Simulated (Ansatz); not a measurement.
A structure drawn as `OCOC[SiH3]`, with this starting geometry:

```xyz
13

O     1.2227   -0.3011   -2.0002
C     1.2554    0.4977   -0.9172
O     1.0513   -0.2728    0.2351
C    -0.2561   -0.7851    0.4893
Si   -1.5688    0.3536    1.2289
H     2.0146   -0.8934   -2.0049
H     2.2522    0.9666   -0.8458
H     0.5088    1.2588   -0.9677
H    -0.1423   -1.6567    1.0530
H    -0.6262   -1.1269   -0.5464
H    -2.8425   -0.3439    1.3041
H    -1.7156    1.5789    0.4284
H    -1.1535    0.7243    2.5435
```

Charge 0, multiplicity 1.

Q: Relax it with Ansatz at PBE-D4/def2-SVP and then PBE0-D4/def2-TZVP. Is the drawn bonding still there?

A: Yes, every drawn bond is still there and no new one forms.

Q: Give the relaxed structure. (An estimate is asked.)

A: Ansatz gave: 
Z-matrix (Å, degrees):
```
C
O 1 1.394
O 1 1.397 2 113.1
H 1 1.096 2 111.6 3 118.5
H 1 1.095 2 105.2 3 -122.4
C 2 1.426 1 113.6 3 -68.2
H 3 0.962 1 108.0 2 -63.2
Si 6 1.896 2 112.2 1 -87.1
H 6 1.096 2 110.6 1 38.3
H 6 1.094 2 106.7 1 153.9
H 8 1.486 6 109.8 2 -61.6
H 8 1.488 6 109.2 2 178.6
H 8 1.487 6 111.1 2 58.6
```
No frequency check was run.

Atoms count as bonded under 1.1 times the sum of their covalent radii (H–H under 0.85 Å, pairs among N, O and F under 1.55 Å), and a drawn bond as lost past 1.3 times.
